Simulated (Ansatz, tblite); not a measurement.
Cost and result up the ladder for the cluster MgF₃⁻ (the lowest singlet isomer of a short search) (4 atoms). The state is a singlet with charge -1. Geometry: r2SCAN-D4/def2-TZVPD.

```xyz
4

Mg    0.001    0.000   -0.001
F     0.560   -1.725    0.129
F    -0.985    0.531   -1.433
F     0.424    1.194    1.304
```

Ansatz on 4 threads of Arm Neoverse V1 on a shared host; xTB runs through tblite on one thread. Times are rough, summed over both states, and most runs start from the orbitals of an earlier one. CCSD(T)/def2-TZVPPD serves as the yardstick here, not as an exact answer. The other state is a doublet.

The xTB rows come from tblite. Correlated methods freeze 4 core orbitals; core or outer-core shells of Mg are correlated, in sets that lack core-valence functions. The structure comes from a short search, and lower isomers may exist.

Raw xTB energies of ions are shifted by several eV.

```tsv
level	functions	wall time	vertical IE (eV)	difference from CCSD(T)/def2-TZVPPD (eV)
GFN1-xTB	16	0.005 s	11.09	3.24
GFN2-xTB	21	0.005 s	10.56	2.72
PBE-D4/def2-TZVPD	155	2.5 s	5.79	-2.06
r2SCAN-D4/def2-TZVPD	155	5.1 s	6.03	-1.82
PBE0-D4/def2-TZVPD (with forces)	155	6.2 s	6.58	-1.27
CCSD(T)/def2-TZVPPD	155	3.2 min	7.85	0.00
```
